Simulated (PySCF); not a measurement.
**From r²SCAN to CCSD(T): MPb along group 14**

r²SCAN and CCSD(T) in PySCF with def2-SVP on every atom (core potentials on Sn, Pb), for the lowest determinant that a PBE0 search found; no spin–orbit coupling.

```tsv
molecule	state (unpaired electrons)	r²SCAN Re (Å)	r²SCAN ωe (cm⁻¹)	r²SCAN De (eV)	CCSD(T) Re (Å)	CCSD(T) ωe (cm⁻¹)	CCSD(T) De (eV)
SiPb	triplet (π ↑↑)	2.605	315	2.57	2.620	308	2.04
GePb	triplet (π ↑↑)	2.656	209	2.53	?	?	?
SnPb	triplet (π ↑↑)	2.840	164	2.29	2.865	161	1.83
Pb2	triplet (π ↑↑)	2.907	137	2.14	2.936	133	1.74
```

Problem. Estimate the CCSD(T) values of GePb by adding the mean shift from r²SCAN to CCSD(T) of the other rows, and compare with the calculation.

Solution. The mean shifts are +2.3 pm, -5 cm⁻¹ and -0.46 eV, which give 2.679 Å, 204 cm⁻¹ and 2.07 eV. CCSD(T)/def2-SVP gives Re = 2.680 Å, ωe = 203 cm⁻¹, De = 1.99 eV.

Problem. What are the mean differences of r²SCAN from CCSD(T) over the whole series?

Solution. Re -2.3 pm, ωe +5 cm⁻¹, De +0.48 eV.

In a basis of this size CCSD(T) is itself not converged; it tends to give bonds that are too long and too weak.

Correlated steps freeze the inner cores (8 to 13 orbitals); shallow outer-core shells are correlated. Correlated levels converge slowly with the basis: in double zeta they bind strong bonds too weakly, by up to about 1 eV, and carry superposition errors of some tenths. Spin–orbit coupling is left out, which matters for elements this heavy, above all for dissociation energies. States were picked by a PBE0 search and need not be the measured ground states.
